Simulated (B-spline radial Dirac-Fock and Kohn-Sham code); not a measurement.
Run log: Ar³⁺

ΔSCF core binding energies without Breit or QED terms, calculated with a radial atomic solver. Keys: rel is the Hamiltonian (dirac, or spin-free x2c and nr, where L3 and M5 stand for the whole 2p and 3d shells), method is hf or an exchange,correlation pair (spin-unpolarised, also for the hole states), nuc the nuclear model, radius_factor scales its radius, rmax is the box in bohr, h the logarithmic mesh step, order the B-spline order, points the quadrature points per cell, c_factor scales the speed of light, and damp, ndamp, maxit and tol steer the iteration. The run stops when the commutator error falls below 10·tol·max(1, Z/10), or the numerical noise floor, and the energy has settled to about 1e-8 Ha; the virial ratio is −V/T.

Input (task.json):

```json
{"items": [{"Z": 18, "q": 3, "cfg": [[1, 0, 2], [2, 0, 2], [2, 1, 6], [3, 0, 2], [3, 1, 3]], "A": 40, "rrms": 3.4274, "do": "settings", "holes": ["K", "L3", "M5"],
  "settings": [{"rel": "dirac", "method": "hf", "nuc": "fermi", "radius_factor": 1.0, "rmax": 45.0, "h": 0.9, "order": 8, "points": 10, "c_factor": 1.0, "maxit": 64, "damp": 0.5, "ndamp": 3, "tol": 1e-08}]}]}
```

Command: `python xray2_run.py task.json out`

Ground-state iterations:

```
iter   energy (Ha)        error
   1     -522.50784835  1.65e+00
   2     -524.36544159  2.27e-01
   3     -524.42140658  8.81e-02
   4     -524.43051114  3.37e-02
   5     -524.43231410  8.55e-03
   6     -524.43238859  5.33e-04
   7     -524.43238928  3.98e-05
   8     -524.43238928  2.23e-06
   9     -524.43238928  7.10e-08
```

The ground state converged in 9 iterations, with total energy -524.43239 Ha, virial ratio 1.99381 and highest orbital energy -57.52 eV. ΔSCF binding energies: K (1s) 3273.8 eV, L3 (2p3/2) 305.7 eV. Holes are computed only in closed shells, and unreliable hole states are left out.

Problem. One setting is unsound. Which, and why?

Solution. h is too large to resolve the orbitals. With the default settings (Dirac Hartree-Fock): The ground state converged in 9 iterations, with total energy -525.61393 Ha, virial ratio 1.99288 and highest orbital energy -57.06 eV. ΔSCF binding energies: K (1s) 3263.9 eV, L3 (2p3/2) 300.0 eV. Holes are computed only in closed shells, and unreliable hole states are left out.
